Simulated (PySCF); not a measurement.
An element was calculated at PBE0 (PySCF 2.14, spin-free X2C, a triple-zeta basis, no spin-orbit coupling), in the ground configurations that NIST lists.

- first ionisation energy: 10.561 eV
- second ionisation energy: 18.791 eV
- third ionisation energy: 30.441 eV

Q: Which element is it?

A: Iodine (I, Z = 53), in ANO-RCC-VTZP. NIST lists 10.451, 19.131, 29.57 ± 0.025 eV for these ionisation energies.
